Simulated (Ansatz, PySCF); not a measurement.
C2H6N (SMILES C=[NH+]C), charge +1, singlet, at a GFN2-xTB geometry. Base run: REVPBE/6-31G* (PySCF).

Geometry (Å):
```xyz
9

C      1.1967     0.1980    -0.2551
N      0.1562    -0.2588     0.2986
C     -1.1928     0.0587    -0.0442
H      1.1196     0.9034    -1.0760
H      2.1859    -0.0984     0.0704
H      0.2472    -0.9243     1.0727
H     -1.7047     0.4781     0.8253
H     -1.2368     0.7673    -0.8695
H     -1.7279    -0.8541    -0.3173
```
Charge +1, spin multiplicity 1.
All else is at PySCF's defaults.

The same geometry, method and basis name were run in Ansatz (a program for electronic structure) and PySCF, at each program's defaults and at the settings that a row names. The base is PySCF at its defaults. Differences at the defaults can come from grids, fitting, cores and function types together.

| code and settings | ΔE vs base (mEh) | basis functions | E (Eh) | SCF cycles |
|---|---|---|---|---|
| PySCF, defaults (exact integrals, its default grid, spherical functions) | 0.000 | 54 | -134.25341 | 9 |
| Ansatz, defaults (factorised integrals, its default grid, Cartesian functions) | -2.268 | 57 | -134.25567 | - |
| PySCF, density fitting with def2-universal-jkfit | -0.100 | 54 | -134.25351 | 9 |
| PySCF, fine grid | 0.001 | 54 | -134.25341 | 9 |
| Ansatz, high accuracy, Cartesian functions as the basis file defines them | -2.266 | 57 | -134.25567 | - |
